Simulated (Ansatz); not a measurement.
Relaxation of a periodic cell of 17 atoms, CuSi₁₆ (host Si, host structure diamond, interstitial Cu), cell charge +1, to a largest force component of 0.03 eV/Å in at most 60 steps.

All numbers below come from DFT PBE, scalar-relativistic, plane waves, PAW (Ansatz 0.2.0). Settings: PAW set soft_1, cutoff 420 eV, k mesh 2x2x2, gaussian smearing 0.05 eV, no spin polarisation.

```xyz
17
Lattice="0.0000 5.4300 5.4300 5.4300 0.0000 5.4300 5.4300 5.4300 0.0000" Properties=species:S:1:pos:R:3
Si 0.000 0.000 0.000
Si 1.357 1.357 1.357
Si 2.715 2.715 0.000
Si 4.072 4.072 1.357
Si 2.715 0.000 2.715
Si 4.072 1.357 4.072
Si 5.430 2.715 2.715
Si 6.787 4.072 4.072
Si 0.000 2.715 2.715
Si 1.357 4.072 4.072
Si 2.715 5.430 2.715
Si 4.072 6.787 4.072
Si 2.715 2.715 5.430
Si 4.072 4.072 6.787
Si 5.430 5.430 5.430
Si 6.787 6.787 6.787
Cu 9.556 9.569 9.466
```

Problem. Where does it end, and by what steps?

Solution. It converged. The force dipped under the threshold on the way, but the program's further checks kept it going. Limits of this set-up: coarse k mesh, charged cell in a uniform background, uncorrected. After 14 steps the energy has fallen by 0.154 eV; Cu17 moved furthest, 0.40 Å.

```
step  energy less start (eV)  largest force component (eV/Å)  accepted
   0                  0.0000                           0.716       yes
   1                 -0.1053                           0.249       yes
   2                 -0.1175                           0.051       yes
   3                 -0.1251                           0.076       yes
   4                 -0.1300                           0.060       yes
   5                 -0.1412                           0.101       yes
   6                 -0.1444                           0.102       yes
   7                 -0.1464                           0.077       yes
   8                 -0.1484                           0.042       yes
   9                 -0.1507                           0.051       yes
  10                 -0.1461                           0.196        no
  11                 -0.1530                           0.036       yes
  12                 -0.1542                           0.016       yes
  13                 -0.1544                           0.015       yes
  14                 -0.1544                           0.006       yes
```

```xyz
17
Lattice="0.0000 5.4300 5.4300 5.4300 0.0000 5.4300 5.4300 5.4300 0.0000" Properties=species:S:1:pos:R:3
Si 0.068 0.068 0.117
Si 1.499 1.499 1.286
Si 2.814 2.815 -0.118
Si 4.105 4.106 1.396
Si 2.625 0.017 2.674
Si 4.033 1.369 4.144
Si 5.369 2.678 2.749
Si 6.724 4.090 4.047
Si 0.017 2.626 2.674
Si 1.369 4.034 4.144
Si 2.677 5.371 2.749
Si 4.089 6.725 4.046
Si 2.600 2.600 5.512
Si 4.002 4.003 6.769
Si 5.370 5.371 5.458
Si 6.694 6.695 6.871
Cu 9.801 9.802 9.249
```

Whether the end is a true minimum wasn't checked by a vibrational analysis.

The run took 90 s on 1 thread of Arm Neoverse V2, on a shared host, peak memory 0.55 GiB.
